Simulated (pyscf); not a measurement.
Structures and frequencies: ωB97X-D3(BJ)/def2-SVP in PySCF. Correlated levels are frozen-core, on RHF or UHF. ΔMP2 is the change of the MP2 total energy from the triple- to the quadruple-zeta basis.

Q: Estimate by transition-state theory (the high-pressure limit) the rate constant of •H₂C–InH–Cl → [H₃C–In–Cl]• (doublet surface; H–In broken, C–H formed) at 900 K, with CCSD(T)/def2-TZVPP + ΔMP2(QZVPP) energies (ideal gas, 1 atm, RRHO with modes under 100 cm⁻¹ raised to 100, one conformer, R ln 2 for rigid chiral ones; no tunnelling).

A: The electronic barrier is 39.0 kcal/mol and the thermal terms add +0.9, so ΔG‡ = 39.9 kcal/mol. With k_BT/h = 1.88e+13 s⁻¹ and RT = 1.788 kcal/mol, k = 3.9e+03 s⁻¹; so small a molecule is far into fall-off at 1 atm, where the true rate is lower. Wigner's tunnelling factor for 1511i cm⁻¹ would be 1.24. A shift of 1 kcal/mol in the barrier changes k by a factor 1.7. One saddle was located; it need not be the lowest between these sides. The CCSD(T) − MP2 part came from Ansatz, without density fitting, on the same reference. A UHF reference is spin-contaminated (<S²> up to 1.04), which harms MP2 most. The frozen core leaves the outer d or s,p core shells of the metals and heavy elements correlated in the MP2 and CC values, and def2-TZVPP describes them poorly, which can shift differences by a few kcal/mol. Elements past Kr carry the def2 core potentials, without spin-orbit coupling.
